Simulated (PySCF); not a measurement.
Atoms are numbered as in `[CH2:1]=[CH:2][C@H:3]1[O:4][SiH2:5][SiH2:6][O:7][C:8]1=[O:9]`. Hydrogens are named by the atom that carries them. Ha(Si5), Ha(Si6) are cis to C2 on the ring; Ha(C1) is cis to C3; Hb(Si5), Hb(Si6) are trans to C2 on the ring; Hb(C1) is trans to C3.

- GFN2-xTB geometry
- PBE0/pcSseg-1 with gauge-including orbitals
- code: PySCF 2.14.0 with density-fitted response routines
- in vacuum, a single conformation, relativity neglected

Question: Predict the 2D correlation tables (HSQC, COSY, HMBC).

Answer: 

HSQC (one-bond C–H):
```tsv
δH	δC
6.53 (H(C2))	142.4 (C2)
5.89 (Ha(C1))	120.5 (C1)
5.69 (Hb(C1))	120.5 (C1)
4.49 (H(C3))	75.6 (C3)
```

COSY cross peaks (H two or three bonds apart, from the bond graph; peaks can be absent where the dihedral angle is near 90°):
```tsv
δH	δH
6.53 (H(C2))	5.89 (Ha(C1))
6.53 (H(C2))	5.69 (Hb(C1))
6.53 (H(C2))	4.49 (H(C3))
5.89 (Ha(C1))	5.69 (Hb(C1))
5.81 (Hb(Si6))	5.74 (Ha(Si6))
5.81 (Hb(Si6))	5.51 (Hb(Si5))
5.81 (Hb(Si6))	5.42 (Ha(Si5))
5.74 (Ha(Si6))	5.51 (Hb(Si5))
5.74 (Ha(Si6))	5.42 (Ha(Si5))
5.51 (Hb(Si5))	5.42 (Ha(Si5))
```

HMBC (two and three bonds, from the bond graph):
```tsv
δH	δC
6.53 (H(C2))	168.8 (C8), 120.5 (C1), 75.6 (C3)
5.89 (Ha(C1))	142.4 (C2), 75.6 (C3)
5.81 (Hb(Si6))	168.8 (C8)
5.74 (Ha(Si6))	168.8 (C8)
5.69 (Hb(C1))	142.4 (C2), 75.6 (C3)
5.51 (Hb(Si5))	75.6 (C3)
5.42 (Ha(Si5))	75.6 (C3)
4.49 (H(C3))	168.8 (C8), 142.4 (C2), 120.5 (C1)
```

Scale: 1H (σ = 31.72 ppm), 13C (σ = 186.93 ppm) vs TMS (reference shieldings calculated alike).

Shifts are as computed. Against solution values, carbons near 30 ppm lie about +3 ppm off and those near 130 ppm about +5 ppm. Of 1211 compounds with measured shifts, 218 miss one by over three times the rms of a fit or turn the order of signals round; such compounds aren't used in these exercises.
